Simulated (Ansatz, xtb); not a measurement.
**Two isomers of C6H7FO**

Structure a: `CC(=O)CC1(F)C=C1`, a singlet. Structure b: `C/C(O)=C/C1(F)C=C1`, a singlet. Both are isolated molecules in the gas phase, relaxed with PBE0-D3(BJ)/def2-SVP, each in the lowest conformer that the search found.

Quicker runs give these differences E(b) − E(a): GFN2-xTB +4.8 kcal/mol; HF/STO-3G +13.2 kcal/mol (at GFN2-xTB geometries); r2SCAN-D4/def2-SVP +6.0 kcal/mol (at GFN2-xTB geometries).

**Question.** Estimate E(b) − E(a) at the level CCSD(T)/def2-SVP + ΔMP2/def2-TZVPP.

**Answer.** Calculated at CCSD(T)/def2-SVP + ΔMP2/def2-TZVPP: E(b) − E(a) = +6.8 kcal/mol, so structure a lies lower.

Level by level:

| level | geometry | E(b) − E(a) (kcal/mol) | departure from the last row (kcal/mol) | job, with rough time for the two |
| --- | --- | --- | --- | --- |
| GFN2-xTB | GFN2-xTB | +4.8 | −1.9 | optimisation, 0.65 s |
| HF/STO-3G | GFN2-xTB | +13.2 | +6.4 | single point, 2 s |
| r2SCAN-D4/def2-SVP | GFN2-xTB | +6.0 | −0.8 | single point, 13 s |
| PBE0-D3(BJ)/def2-SVP | PBE0-D3(BJ)/def2-SVP | +5.6 | −1.2 | optimisation, 3.7 min |
| HF/def2-SVP | PBE0-D3(BJ)/def2-SVP | +9.6 | +2.9 | part of the CCSD(T) run |
| MP2/def2-SVP | PBE0-D3(BJ)/def2-SVP | +8.5 | +1.7 | part of the CCSD(T) run |
| CCSD(T)/def2-SVP | PBE0-D3(BJ)/def2-SVP | +8.8 | +2.0 | single point |
| CCSD(T)/def2-SVP + ΔMP2/def2-TZVPP | PBE0-D3(BJ)/def2-SVP | +6.8 |  | single point, 5.5 min |

As drawn, b has 1 C–O, 1 C=C, 1 O–H in place of 1 C–C, 1 C=O, 1 C–H.

The levels shown agree on the order. The largest departure from CCSD(T)/def2-SVP + ΔMP2/def2-TZVPP is that of HF/STO-3G, 6.4 kcal/mol. The last row adds to CCSD(T) the change of the MP2 difference between the two basis sets, here −2.0 kcal/mol.

With thermal terms from frequencies at re-optimised GFN2-xTB minima (ideal gas, soft modes damped towards free rotors, one conformer each, 298.15 K, 1 atm): on the last row, ΔE + ΔZPE = +6.6, ΔH = +6.6, ΔG = +6.7 kcal/mol.

The correlated steps freeze 8 core orbitals. Programs: Ansatz 0.2.0, xtb 6.7.1; the last row on 2 threads of Intel(R) Xeon(R) Processor @ 2.50GHz (Skylake/Cascade Lake) on a shared host.
